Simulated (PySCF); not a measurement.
# Stationary points of BrF7

All numbers come from B3LYP in PySCF with Br def2-SVP, F def2-SVP; no relativity; density-fitted integrals.

Relaxations began from a few typed shapes. The search is not exhaustive: other isomers or separated fragments can lie lower, and high-lying points may rest on an excited occupation.

Q: Which is the lowest minimum found?
A. singlet D5h: Br–F 1.730 Å (×2), Br–F 1.834 Å (×5); F–Br–F 72.0° (×5), F–Br–F 90.0° (×10), F–Br–F 144.0° (×5), F–Br–F 180.0°
B. singlet C2v: Br–F 1.784 Å (×4), Br–F 1.799 Å, Br–F 1.865 Å (×2); F–Br–F 71.7°, F–Br–F 75.8° (×4), F–Br–F 80.1° (×4), F–Br–F 82.1° (×2), F–Br–F 94.5° (×2)

A: A. The others lie at 21.1 (singlet C2v, a saddle point) kJ/mol above it.

Counting electrons, bromine keeps none of its valence electrons outside its bonds, so the VSEPR class is AX7 and the expected shape is pentagonal bipyramidal (D5h), as computed.
